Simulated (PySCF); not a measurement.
## Ions at one geometry of [HfH3(H2O)]+

PySCF 2.14.0, RKS PBE0, Hf def2-SVP with ECP60, H def2-SVP, O def2-SVP; non-relativistic Hamiltonian with scalar-relativistic core potentials where named; density fitting; no spin-orbit coupling; singlets restricted, open shells unrestricted. The geometry is relaxed for charge +1, singlet, vacuum:

```xyz
7

Hf    0.1377   -0.1023    0.1023
H     1.1725    0.9002    1.1902
H    -0.9089   -1.1417    1.1417
H     1.1725   -1.1902   -0.9002
O    -1.1566    1.1462   -1.1462
H    -1.4957    2.0342   -0.9277
H    -1.4957    0.9277   -2.0342
```

Energies count from the relaxed state; an electron taken off or put on is at rest in vacuum. Charges and spins are Mulliken's.

```json
{"state": "charge +1, singlet, vacuum", "energy (eV)": "0.00", "spin squared": "0.00", "charge on Hf1 (e)": "1.31", "spin on Hf1 (e)": "0.00", "dipole about the centre of mass (D)": "7.04"}
{"state": "charge 0, doublet, vacuum", "energy (eV)": "-5.25", "spin squared": "0.75", "charge on Hf1 (e)": "0.70", "spin on Hf1 (e)": "1.08", "dipole about the centre of mass (D)": "7.91"}
```

Task: What does the state charge +2, doublet, vacuum give?

Result: energy (eV) 15.79, spin squared 0.77, charge on Hf1 (e) 1.53, spin on Hf1 (e) 0.17, dipole about the centre of mass (D) 4.81.

With an electron taken off (doublet) the charges change, summed by element, by Hf +0.22 e, H +0.76 e, O +0.02 e. The vertical ionisation energy is 15.79 eV, against −ε(HOMO) = 13.32 eV of the relaxed state. The level lies 2.5 eV too high, as is usual for semilocal functionals and global hybrids, which keep a self-interaction error.

With an electron put on (doublet) the charges change, summed by element, by Hf -0.61 e, H -0.41 e, O +0.02 e. The vertical electron affinity is 5.25 eV, against −ε(LUMO) = 7.26 eV of the relaxed state.

Open shells may have lower solutions than those found.
